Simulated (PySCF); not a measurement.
Two-component Hartree-Fock for Ag²⁵⁺ (silver, charge +25)

Start: [Ar] 3d4; 3d3/2 filled at m_j = -3/2, -1/2, +1/2, +3/2. Calculated with PySCF 2.14 in an even-tempered Gaussian basis (16 s from 3.5 bohr⁻², ratio 2.8; 12 p from 4.5 bohr⁻², ratio 2.8; 8 d from 4.5 bohr⁻², ratio 2.8; 3 f from 16 bohr⁻², ratio 3): generalised Hartree-Fock with the X2C-1e Hamiltonian and a Gaussian nucleus; one run each with spin-orbit coupling (SO) switched off, then screened by Boettger's factors.

```tsv
spinor shell	electrons	ε, spin-free (eV)	ε, screened SO (eV)	weight of nominal j (screened SO)	rms radius, screened SO (bohr)
1s1/2	2	-26681.4	-26678.8	1.000	0.0357
2s1/2	2	-4876.2	-4875.0	1.000	0.145
2p1/2	2	-4475.8	-4603.1	0.998	0.126
3s1/2	2	-1620.0	-1619.6	1.000	0.369
3p1/2	2	-1481.8	-1518.8	0.940	0.359
3p3/2	4	-1481.8	-1464.1	0.970	0.369
3d3/2	4	-1312.0	-1312.3	0.800	0.330
```

Q: Where does 2p3/2 lie, and what is the 2p spin-orbit splitting (screened SO)?

A: At -4415.8 eV, 187.34 eV above 2p1/2.

| quantity | spin-free | screened SO |
| --- | --- | --- |
| E (hartree) | -4933.53885 | -4934.78491 |
| M_J | 0 | 0 |
| ⟨J²⟩ | 4.002 | 1.619 |
| ⟨L²⟩ | 6.001 | 4.535 |
| ⟨S²⟩ | 6.000 | 4.533 |

The determinant has a definite M_J but mixes levels of different J.

Each row is a mean over spinors that exchange with the open shell spreads, by up to 18.500 eV (3s1/2).

Rows whose weight is well below 1 are mixtures of j = l ± 1/2: exchange outweighs spin-orbit coupling there, and the label is only the starting occupation.

Breit and QED terms are absent; they matter most for the inner s and p1/2 levels.

Densities and radii are taken from the X2C orbitals without a picture-change correction, which distorts them close to the nucleus.

Without spin-orbit coupling the j labels of p, d and f shells carry no meaning; the spin-free column gives the mean over the occupied spinors of each nl shell, and its ⟨J²⟩ belongs to a mixture of degenerate components.
